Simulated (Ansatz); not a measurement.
Species: C₂H₆OSi, SMILES `CC(=O)[SiH3]` (charge 0, multiplicity 1).

**Question.** Give a relaxed geometry from PBE-D3(BJ)/def2-TZVP (Ansatz, a quantum-chemistry and plane-wave program).

**Answer.** the end point of this relaxation (outside a Z-matrix the atoms follow the SMILES, hydrogens last).
Bonded distances (Å): C1–C2 1.509, C1–H5 1.103, C1–H6 1.102, C1–H7 1.098, C2–O3 1.222, C2–Si4 1.952, Si4–H8 1.493, Si4–H9 1.498, Si4–H10 1.493. Angles (°): C2–C1–H5 109.6, C2–C1–H6 109.6, C2–C1–H7 110.9, H5–C1–H6 106.1, H5–C1–H7 110.3, H6–C1–H7 110.3, C1–C2–O3 122.5, C1–C2–Si4 120.5, O3–C2–Si4 116.9, C2–Si4–H8 107.3, C2–Si4–H9 113.2, C2–Si4–H10 107.3, H8–Si4–H9 109.6, H8–Si4–H10 109.8, H9–Si4–H10 109.6.
